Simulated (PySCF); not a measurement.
Ge(NH2)(SH) (GeH₃NS), SMILES [NH2][Ge][SH] (connectivity only; charge and spin as stated), neutral, multiplicity 1. Geometry: ωB97X-D3(BJ)/def2-TZVP. One conformer was computed; it need not be the lowest.

TDA-B3LYP/def2-SVPD in PySCF puts the lowest singlet excitations at 4.46, 4.76, 5.69, 5.97, 6.08, 6.15 eV.

Question: What are the lowest excitation roots from ADC(2)/aug-cc-pVDZ (PySCF)? (Estimate from the structure and the level; the computed values follow.)

Answer: 4.47, 4.79, 5.80, 6.01, 6.05, 6.07 eV. S1 differs by 0.01 eV (second minus first; roots are paired by order, and the bases may differ).
